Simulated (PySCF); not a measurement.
**Ionisation energy of Bi⁶¹⁺ by level of theory**

Bi⁶¹⁺ [Ar] 3d4 [3d3/2^4, M_J = 0] → Bi⁶²⁺ [Ar] 3d3 [3d3/2^3, M_J = 3/2], as a difference of total energies. Computed with PySCF 2.14 in an even-tempered Gaussian basis (15 s from 19 bohr⁻², ratio 2.8; 13 p from 25 bohr⁻², ratio 2.8; 8 d from 25 bohr⁻², ratio 2.8; 3 f from 82 bohr⁻², ratio 3), with the two-component X2C-1e Hamiltonian. Correlated levels: [Ne] frozen; the 78 highest virtual spinors dropped. "Screened" scales the spin-orbit matrix elements by Boettger's factors to mimic the two-electron term; Breit and QED terms are absent.

```tsv
method	ionisation energy (eV)
GHF (spin-free)	6588.0
GMP2 (spin-free)	6588.0
GHF (screened spin-orbit)	6652.1
GMP2 (screened spin-orbit)	6652.9
```

Breit and QED terms and the two-electron picture change are absent.

The spin-free rows relax to the high-spin LS determinant and lack the spin-orbit shift.

The labels give the starting determinants; with spin-orbit coupling the two ends relaxed to ⟨J²⟩ = 0.00, ⟨L²⟩ = 2.50, ⟨S²⟩ = 2.50 and ⟨J²⟩ = 3.76, ⟨L²⟩ = 7.54, ⟨S²⟩ = 2.09.

For comparison: 6648 ± 12 eV (theoretical estimate listed by NIST; NIST Atomic Spectra Database, ionization energies).
